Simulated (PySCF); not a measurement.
**RbHg⁺: from constants to spectrum**

RHF-CCSD(T) constants of RbHg⁺, ¹Σ⁺ (singlet), closed shell (Rb def2-SVP with ECP28, Hg def2-SVP with ECP60; scalar-relativistic core potentials (PySCF 2.14); masses 84.9118 and 201.9706 u):

| Item | Value |
| --- | --- |
| ωe | 45.4 cm⁻¹ |
| ωexe | 0.43 cm⁻¹ |
| Be | 0.020042 cm⁻¹ |
| αe | 0.000191 cm⁻¹ |
| D (centrifugal) | 1.56e-08 cm⁻¹ |
| De to Rb⁺ + Hg | 0.176 eV |

Estimate the standard entropy (1 bar) and heat capacity of the ideal gas at 500 K, rigid rotor with B0 and harmonic oscillator at the fundamental.

Translation (Sackur–Tetrode, M = 286.88 u): 190.2 J/(mol K). Rotation: q = kT/(σB0) = 17400 with σ = 1, 89.5. Vibration: x = hcν0/kT = 0.128, 25.40. S° = 305.1 J/(mol K); Cp = 7R/2 + 8.30 = 37.4 J/(mol K).

Correlated steps freeze no core orbitals. The bond is weak. Basis-set superposition, not corrected here, can be much of De in a small basis, most of all at correlated wavefunction levels. Spin–orbit coupling is left out. For an ion De counts to the pair picked by the measured ionisation energies or electron affinities, which need not be the lowest pair at this level.
